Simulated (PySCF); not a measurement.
## How the method moves the HOMO and LUMO of `FB1SC=C(F)S1`

Species: C₂HBF₂S₂.
Z-matrix (Å and degrees, PBE0-D3(BJ)/def2-SVP geometry), rows numbered from 1:
```
F 
B   1  1.3214
S   2  1.8033  1  123.32
C   3  1.7458  2   94.54  1  -179.85
C   4  1.3434  3  117.68  2     0.02
F   5  1.3205  4  123.68  3   179.88
S   5  1.7522  4  120.34  3    -0.17
H   4  1.0906  3  119.45  2   179.99
```

Basis pcSseg-2 throughout (PySCF), one geometry. Geometry: PBE0-D3(BJ)/def2-SVP; no solvent, vibrations or thermal averaging.

How do the orbital energies, the gap and the dipole change with the method?

```
   method                    kind  HOMO (eV)  LUMO (eV)  gap (eV)  μ (D)  SCF cycles
      KT2                     GGA      -5.97      -1.45      4.52   0.98          17
      LDA                     LDA      -6.14      -1.71      4.43   1.02          15
    B3LYP           global hybrid      -6.83      -0.75      6.08   0.99          14
BHandHLYP           global hybrid      -8.00       0.49      8.49   1.02          13
CAM-B3LYP  range-separated hybrid      -8.31       0.56      8.87   1.00          13
  wB97X-D  range-separated hybrid      -8.83       1.26     10.09   0.99          15
       HF            Hartree–Fock      -9.38       2.80     12.18   1.03          12
  LC-wPBE  range-separated hybrid      -9.62       1.65     11.27   1.01          14
```

The HOMO spans 3.66 eV, from KT2 down to LC-wPBE, and the gap runs from 4.43 eV (LDA) to 12.18 eV (HF). Over the methods KT2 (0 %), LDA (0 %), B3LYP (20 %), BHandHLYP (50 %), HF (100 %), a straight line through the gap against the share of exact exchange rises by 0.77 eV for each 10 % (correlation coefficient 1.000). The dipole ranges from 0.98 D (KT2) to 1.03 D (HF). This basis has no diffuse functions.
